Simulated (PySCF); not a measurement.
Choosing a basis for TDDFT

Species: Br2ClGa.
SMILES: `[Cl][Ga]([Br])[Br]`

TDDFT with PBE0 (PySCF), vertical singlets, core orbitals frozen in the response, spherical d and f functions. Isolated species at its PBE0-D3(BJ)/def2-SVP geometry, gas phase. The PBE0/6-31G* calculation is non-relativistic and has no spin–orbit coupling, an omission that weighs most on bromine and gallium.

| basis | functions | diffuse | S1 (eV) | S2 (eV) | S3 (eV) | S4 (eV) | S5 (eV) | LUMO (eV) | α (au) |
| --- | --- | --- | --- | --- | --- | --- | --- | --- | --- |
| 6-31G* | 114 | no | 5.20 | 5.39 | 5.57 | 5.65 | 5.73 | -2.31 | 66.8 |
| def2-SVP | 114 | no | 5.34 | 5.54 | 5.71 | 5.78 | 5.83 | -2.05 | 63.3 |
| aug-cc-pVDZ | 135 | yes | 5.21 | 5.39 | 5.58 | 5.65 | 5.75 | -2.36 | 82.8 |
| def2-SVPD | 147 | yes | 5.22 | 5.41 | 5.59 | 5.68 | 5.75 | -2.37 | 84.1 |
| def2-TZVP | 181 | no | 5.33 | 5.51 | 5.68 | 5.77 | 5.81 | -2.18 | 77.3 |
| def2-TZVPD | 214 | yes | 5.28 | 5.46 | 5.63 | 5.72 | 5.79 | -2.27 | 84.9 |
| aug-cc-pVTZ | 227 | yes | 5.28 | 5.46 | 5.63 | 5.72 | 5.79 | -2.27 | 84.7 |

Task: Compare the sets with the largest diffuse one.

Result: States are compared by their number. Against the largest diffuse basis here (aug-cc-pVTZ, itself not a converged limit), sets without diffuse functions differ by up to 0.09 eV in S1 and 0.05 eV in S5; the smaller diffuse sets differ by up to 0.08 and 0.04 eV. State by state, the largest deviation of a set without diffuse functions is S1 0.09, S2 0.08, S3 0.08, S4 0.07, S5 0.05 eV. The same number needn't mean the same state in each row. Against aug-cc-pVTZ the polarisability deviates by -21% in 6-31G*, -25% in def2-SVP, -2% in aug-cc-pVDZ, -1% in def2-SVPD, -9% in def2-TZVP, 0% in def2-TZVPD.
